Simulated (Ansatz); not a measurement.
Species: C₄H₉Cl₃Ge, charge 0, multiplicity 1. SMILES: CCC[CH2][Ge]([Cl])([Cl])[Cl]
Geometry from a B3LYP-D3(BJ)/def2-TZVP (Ansatz, a quantum-chemistry and plane-wave program) optimisation:
```xyz
17

C     -4.6212    -0.5257     0.7068
C     -3.3783    -1.2103     0.1463
C     -2.1232    -0.3468     0.2775
C     -0.8845    -1.0397    -0.2858
Ge     0.7290     0.0422    -0.1298
Cl     1.1558     0.5155     1.9322
Cl     2.4533    -0.9710    -0.9358
Cl     0.5200     1.9133    -1.1849
H     -4.4985    -0.2961     1.7677
H     -4.8212     0.4133     0.1857
H     -5.5033    -1.1593     0.6026
H     -3.5357    -1.4568    -0.9083
H     -3.2152    -2.1613     0.6628
H     -1.9615    -0.1014     1.3308
H     -2.2819     0.6031    -0.2403
H     -0.6704    -1.9757     0.2342
H     -0.9932    -1.2661    -1.3485
```

Parts of the frozen-core correlation energy in def2-TZVPPD (Ansatz, hartree). Frozen orbitals: 33; correlated occupied orbitals by spin: 25 and 25; virtual: 450 and 450. No spin-orbit coupling. No relativistic terms.

```tsv
term	value
reference (HF)	-3610.83918
MP2 opposite-spin	-1.05396
MP2 same-spin	-0.33027
CCSD correlation	-1.47492
(T)	-0.06403
T1 diagnostic	0.009
largest doubles amplitude	0.009
```
